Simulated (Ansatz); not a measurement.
Consider the ligand exchange at a B–C bond: `BC1=CC1F` + `C#C[SiH2]O` → `BO[SiH2]C#C` + `FC1C=C1`.

Isolated molecules relaxed with PBE0-D4/def2-TZVP in Ansatz; ΔE leaves out vibrations. CBS: MP2 limit from def2 TZ/QZ plus the TZ coupled-cluster correction, frozen cores. DFT in def2-TZVPP. Each species was taken in one conformer, which may not be the lowest.

| level | ΔE (eV) |
| --- | --- |
| B2PLYP | -0.98 |
| CAM-B3LYP | -1.02 |
| RPA@PBE/def2-TZVPP | -1.05 |
| MP2/def2-QZVPP | -0.98 |

What does CCSD(T)/CBS give? (Best estimate.)

Computed: -1.00 eV. The listed levels differ from it by 0.02, -0.02, -0.05, 0.02 eV.

Largest T1 diagnostic among the species: 0.014.

From BLYP to BHLYP (50 % exact exchange), in def2-TZVPP and without D4, ΔE moves by −0.14 eV. Leaving LDA and LC-ωPBE aside and taking each functional with its dispersion term where it has one, the values, not all of them listed here, spread over 0.23 eV, from BHLYP-D4 to revPBE-D4. At CCSD(T), def2-SVP lies −0.19 eV from the extrapolated value and def2-TZVPP −0.01 eV.
